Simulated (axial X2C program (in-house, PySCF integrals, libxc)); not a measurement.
# CoO⁻: properties at the nuclei

Calculated with an axial X2C code built on PySCF integrals: two-component X2C with atomic mean-field Coulomb and Gaunt terms, Gaussian nuclei, basis Co dyall-acv3z, O dyall-av3z with contracted cores.

R = 1.610 Å (near the PBE0 minimum at charge -1 of the determinant lowest at the starting distance; the state shown can have its own minimum elsewhere).

Determinant lowest in the PBE0 search, Ω = 1 (⟨Sz⟩ = 1.00, ⟨Lz⟩ = 0.00 at PBE0), spin on the atoms Co 0.79, O 0.20:

```tsv
level	Eeff magnitude (GV/cm)	Ws magnitude Co (kHz)	A∥/gI Co (MHz)	qzz Co (a.u.)	A∥/gI O (MHz)	qzz O (a.u.)
PBE0	1.45	0.482	313	3.87	-19.6	0.60
HF	1.82	0.627	379	3.33	-13	0.09
r2SCAN	0.798	0.244	334	4.02	-13	0.80
PBE50	1.75	0.595	338	3.66	-11.6	0.43
BHandHLYP	1.74	0.591	318	3.80	-11.2	0.49
```

Eeff is the effective electric field on the electron electric dipole moment in this Ω state and Ws the scalar–pseudoscalar constant of the nucleus named (defined with the proton number Z and per Ω); A∥ (defined per Ω) follows by multiplying with gI = μI/(I μN); qzz is the electric field gradient, eQq0 = 234.96 MHz × Q/barn × qzz. The operators were transformed with the bare-nucleus X2C matrices; with these basis sets, hyperfine constants and field gradients can be off by tens of per cent, and where levels differ in sign neither size nor sign is settled.

(1) With gI(59Co) = 1.3220, Q(59Co) = 0.42 barn, gI(17O) = -0.7575 (g factors from the IAEA table of nuclear moments by Stone; Q from Pyykkö, Mol. Phys. 2018), turn the PBE0 values of the first state into constants in MHz.

Each state is one determinant with collinear spin, which with several unpaired electrons need not be a pure state. Unrestricted Hartree–Fock can overshoot spin polarisation at the nuclei. For an anion, determinants above electron detachment, or with a positive highest level, are held by the basis set. With several open shells hyperfine constants can be off by a factor of several. Where Eeff spreads by more than a factor of two the levels disagree and none is to be relied on. Open-shell Ω = 0 determinants with evenly filled partner blocks cannot be reached by this program, so the Ω shown need not be the lowest component. At BHandHLYP, HF, PBE50 a later determinant lies lower. States lie within half an eV, so the first need not be the ground state. Further determinants of the search, some of them spin-mixed, are not shown. Where a field gradient or hyperfine factor spreads by more than a factor of two over the levels, a constant derived from it is not to be relied on.

Answers

(1) A∥(59Co) = 313 × 1.3220 = 414 MHz; eQq0(59Co) = 234.96 × (0.42) × (3.87) = 382 MHz; A∥(17O) = -19.6 × -0.7575 = 14.8 MHz.
